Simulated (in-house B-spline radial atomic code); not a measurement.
Orbital energies and mean radii along the 13-electron series, configuration [Ne] 3s2 3p1. The effective charge is n√(-2ε), a non-relativistic measure. Computed with a radial B-spline atomic code at the basis-set limit: Dirac-Hartree-Fock, average of the configuration, finite nuclei.

| ion | Z | energy of 2s1/2 (Eh) | mean radius of 2s1/2 (bohr) | energy of 2p1/2 (Eh) | mean radius of 2p1/2 (bohr) | energy of 3p1/2 (Eh) | mean radius of 3p1/2 (bohr) | effective charge of 2s1/2 |
| --- | --- | --- | --- | --- | --- | --- | --- | --- |
| Ho54+ | 67 | -491.91 | 0.086071 | -475.95 | 0.0718 | -193.5 | 0.19635 | 62.732 |
| Er55+ | 68 | -509.77 | 0.084476 | -493.45 | 0.070403 | -200.74 | 0.19262 | 63.86 |
| Tm56+ | 69 | -528.02 | 0.082923 | -511.35 | 0.069043 | -208.14 | 0.189 | 64.994 |
| Yb57+ | 70 | -546.68 | 0.081414 | -529.64 | 0.067721 | -215.69 | 0.18549 | 66.132 |
| Lu58+ | 71 | -565.74 | 0.079944 | -548.33 | 0.066433 | -223.41 | 0.18208 | 67.275 |
| Hf59+ | 72 | -585.23 | 0.078511 | -567.44 | 0.065179 | -231.28 | 0.17877 | 68.424 |
| Ta60+ | 73 | -605.14 | 0.077115 | -586.97 | 0.063956 | -239.33 | 0.17555 | 69.578 |
| W61+ | 74 | -625.48 | 0.075754 | -606.93 | 0.062764 | -247.54 | 0.17242 | 70.738 |
| Re62+ | 75 | -646.26 | 0.074426 | -627.31 | 0.061601 | -255.92 | 0.16938 | 71.903 |
| Os63+ | 76 | -667.49 | 0.073131 | -648.14 | 0.060465 | -264.47 | 0.16641 | 73.075 |
| Ir64+ | 77 | -689.18 | 0.071865 | -669.42 | 0.059356 | -273.2 | 0.16352 | 74.252 |

Task: How does the screening of 2s1/2 change?

Result: Z less the effective charge goes from 4.27 at Z = 67 to 2.75 at Z = 77.
